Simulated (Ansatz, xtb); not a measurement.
**H5InSi2: where a starting geometry ends**

The starting geometry of this gas-phase singlet has its atoms placed at random.

```yaml
atoms:
  - { symbol: In, position_ang: [1.2640, 0.7505, -0.7774] }
  - { symbol: Si, position_ang: [-0.9303, 0.1483, 1.7365] }
  - { symbol: Si, position_ang: [-0.3442, -2.0916, -1.0866] }
  - { symbol: H, position_ang: [-0.5149, 1.4901, 0.8319] }
  - { symbol: H, position_ang: [-0.4651, 0.1452, -0.5136] }
  - { symbol: H, position_ang: [0.2249, -1.0414, -0.7180] }
  - { symbol: H, position_ang: [0.0497, 1.5042, -1.8135] }
  - { symbol: H, position_ang: [-1.9072, 0.0785, 0.2554] }
```

Q: One run relaxed it with r2SCAN-D4/def2-SVP. What is a likely outcome?

A: It ends as a structure given below by its coordinates. Distances that change by over a tenth: In1–H6 (2.07 → 2.35 Å), In1–H7 (1.77 → 2.35 Å), Si2–H4 (1.67 → 1.50 Å), Si3–H6 (1.25 → 1.56 Å). Contacts that open: In1–H5 (1.85 → 2.60 Å). Contacts that close: Si2–Si3 (3.65 → 2.39 Å), Si2–H5 (2.30 → 1.53 Å), Si2–H8 (1.78 → 1.50 Å), Si3–H7 (3.69 → 1.56 Å).

The energy falls by 9.40 eV over 31 steps:

| step | E − E(last) (eV) |
| --- | --- |
| 1 | 9.396 |
| 4 | 4.846 |
| 8 | 2.687 |
| 11 | 2.362 |
| 14 | 2.130 |
| 18 | 1.579 |
| 21 | 0.656 |
| 24 | 0.119 |
| 28 | 0.004 |
| 31 | 0.000 |

Final geometry (Å):

```tsv
atom	x (Å)	y (Å)	z (Å)
In	0.9582	1.3855	-1.5736
Si	-1.0333	0.2734	0.5358
Si	0.0691	-1.3408	-0.8370
H	-0.6952	0.0299	1.9724
H	-0.7485	1.7703	0.3521
H	1.4954	-0.7231	-0.6954
H	-0.1550	-0.5876	-2.1856
H	-2.5138	0.1762	0.3460
```

From the same start GFN2-xTB ends elsewhere, differing in In1–Si2 (2.81 against 3.11 Å here), Si2–Si3 (3.19 against 2.39 Å here), Si2–H5 (4.47 against 1.53 Å here), Si3–H5 (1.49 against 3.43 Å here), Si3–H7 (2.43 against 1.56 Å here).

From so rough a start the end depends on the optimiser's path, so another program may land elsewhere. The end wasn't checked by frequencies. Atoms past krypton carry core potentials, without spin–orbit terms. Run with Ansatz 0.2.0, 30 s on 2 threads of Intel(R) Xeon(R) 6975P-C (Granite Rapids), with other jobs on the host.
